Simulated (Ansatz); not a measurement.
Coupled-cluster diagnostics for the cluster Tl₄Cl₃⁺, Ansatz.

Geometry of the singlet (PBE-D4/def2-SVP):

```xyz
7

Tl   -1.9713    0.5398   -0.9871
Tl    1.0268    0.9412    1.7923
Tl    2.1127    0.7382   -2.3830
Tl   -0.6855   -2.9759    1.1665
Cl    0.3740    2.3451   -0.7427
Cl    0.7933   -1.2440   -0.6763
Cl   -1.6499   -0.3443    1.8304
```

In the def2 sets Tl takes a core potential; there is no spin–orbit coupling. Correlated methods freeze 31 core orbitals; core or outer-core shells of Tl are correlated, in sets that lack core-valence functions. Another isomer (singlet) lies 0.08 eV lower at PBE0-D4/def2-TZVP; other spin states weren't run for this one.

Question: Estimate the CCSD(T) correlation energy, the shares of MP2 and (T), T1 and the reference's ⟨S²⟩ for: charge 1, singlet, own geometry in def2-SVP; and the rough time on 4 threads of Intel Xeon on a shared host.

Answer: 
```csv
state,basis,correlation (eV),MP2 share (%),(T) share (%),T1,⟨S²⟩ (pure),wall time
"charge 1, singlet, own geometry",def2-SVP,-20.526,87.2,2.8,0.010,0.00 (0.00),66 s
```
Customary marks for T1 are 0.02 (closed shells), 0.045 (open shells) and about 0.05 (3d metals). T1 stays under 0.02 throughout.
